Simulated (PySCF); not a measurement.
Sn²⁺ (tin, charge +2) across methods

[Kr] 4d9 5s2 6s1, high-spin 3D determinant (an excited configuration). All numbers are calculated (PySCF 2.14, scalar relativity through the core potential, in aug-cc-pVQZ-PP with ECP28MDF).

```csv
method,E (hartree),mean ε 5s α (eV),mean ε 5s β (eV),mean ε 6s α (eV),Σ⟨r²⟩ (bohr²),⟨S²⟩
r2SCAN,-212.1374,-32.101,-31.956,-11.976,52.12,2.001
wB97X-V,-212.0529,-35.484,-35.080,-13.473,52.67,2.000
wB97M-V,-212.0365,-35.468,-34.956,-13.457,52.50,2.000
PBE0,-212.0817,-33.167,-32.642,-12.382,52.44,2.000
UHF,-211.21209,-35.367,-34.599,-13.097,54.32,2.001
M06-2X,-212.0235,-33.554,-33.465,-13.193,51.60,2.001
LDA,-211.7250,-32.624,-32.182,-11.942,51.83,2.000
PBE,-212.0845,-32.142,-31.669,-11.979,52.10,2.000
```

Energies and moments cover only the electrons outside the core potential. The outer electron is Rydberg-like, and this basis confines it to a smaller radius and binds it less than a complete one would.
